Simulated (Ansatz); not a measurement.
Cost and result for the atomization energy of C₃H₇NTe (`C/C=N\C[TeH]`) (12 atoms, 11 bonds).

```xyz
12

C     1.072   -0.192   -1.218
C     1.206    0.202    0.218
N     0.276    0.544    1.010
C    -1.065    0.624    0.534
Te   -2.099   -1.284    0.648
H     2.046   -0.382   -1.666
H     0.466   -1.101   -1.300
H     0.569    0.583   -1.804
H     2.207    0.172    0.651
H    -1.643    1.299    1.160
H    -1.177    0.918   -0.516
H    -1.858   -1.384    2.283
```

Total charge 0; spin multiplicity 1. Correlated methods include outer-core shells of Te, which these sets cover unevenly. Te takes the def2 core potential. All single points use the PBE0-D4/def2-TZVP geometry. It is one conformer, not always the lowest. Program: Ansatz. All runs use 4 threads of an AMD EPYC on a shared host. Times are those of one run each, without the atoms' runs, and a repeat can differ threefold. Electronic energies, without spin–orbit coupling; frozen cores. CCSD(T)/CBS adds CCSD(T) − MP2 in def2-TZVPP to the MP2 limit, and its time is that of the two runs behind it. T1 = 0.012. With those shells the extrapolation isn't a true limit. B3LYP takes the VWN-RPA correlation (the form of Gaussian; ORCA's B3LYP/G).

CCSD(T)/CBS is a level of theory with its own doubt, some kJ/mol a heavy atom from the limit and from the frozen cores, so smaller differences don't rank the functionals.

```json
{"level": "PBE-D4/def2-TZVPP (with forces)", "functions": "272", "wall time": "17 s", "atomization (kcal/mol)": "1081.6", "difference from CCSD(T)/CBS": "29.8", "per bond": "2.7"}
{"level": "PBE0-D4/def2-TZVPP", "functions": "272", "wall time": "21 s", "atomization (kcal/mol)": "1057.7", "difference from CCSD(T)/CBS": "5.9", "per bond": "0.5"}
{"level": "B3LYP-D4/def2-TZVPP (with forces)", "functions": "272", "wall time": "28 s", "atomization (kcal/mol)": "1054.5", "difference from CCSD(T)/CBS": "2.7", "per bond": "0.2"}
{"level": "r2SCAN-D4/def2-TZVPP (with forces)", "functions": "272", "wall time": "29 s", "atomization (kcal/mol)": "1049.7", "difference from CCSD(T)/CBS": "-2.1", "per bond": "-0.2"}
{"level": "B2PLYP/def2-TZVPP", "functions": "272", "wall time": "32 s", "atomization (kcal/mol)": "1039.2", "difference from CCSD(T)/CBS": "-12.6", "per bond": "-1.1"}
{"level": "ωB97X-V/def2-TZVPP", "functions": "272", "wall time": "32 s", "atomization (kcal/mol)": "1051.9", "difference from CCSD(T)/CBS": "0.1", "per bond": "0.0"}
{"level": "ωB97M-V/def2-TZVPP (with forces)", "functions": "272", "wall time": "41 s", "atomization (kcal/mol)": "1050.3", "difference from CCSD(T)/CBS": "-1.5", "per bond": "-0.1"}
{"level": "MP2/def2-QZVPP", "functions": "520", "wall time": "100 s", "atomization (kcal/mol)": "1052.5", "difference from CCSD(T)/CBS": "0.7", "per bond": "0.1"}
{"level": "CCSD(T)/def2-TZVPP", "functions": "272", "wall time": "15 min", "atomization (kcal/mol)": "1021.6", "difference from CCSD(T)/CBS": "-30.2", "per bond": "-2.7"}
{"level": "CCSD(T)/CBS(def2)", "functions": "–", "wall time": "17 min", "atomization (kcal/mol)": "1051.8", "difference from CCSD(T)/CBS": "0.0", "per bond": "0.0"}
```

In def2-TZVPP, CCSD(T) changes the Hartree–Fock value by +287.4 kcal/mol (the triples alone add +19.1 kcal/mol) and MP2 by +300.5 kcal/mol; breaking electron pairs costs correlation energy, which Hartree–Fock lacks. From PBE to PBE0 (25 % exact exchange), in def2-TZVPP and without D4, the atomization energy moves by −22.9 kcal/mol: exact exchange takes away binding that semilocal exchange gives to molecules. The D4 term adds +11.0 kcal/mol with B3LYP and +5.8 kcal/mol with PBE0; it sums over pairs of atoms, weighted by their polarisabilities, and B3LYP, whose exchange is more repulsive, gets the larger term.

Spin–orbit coupling would lower the free Te atoms strongly, and the atomization energy with them, by more than many differences here.
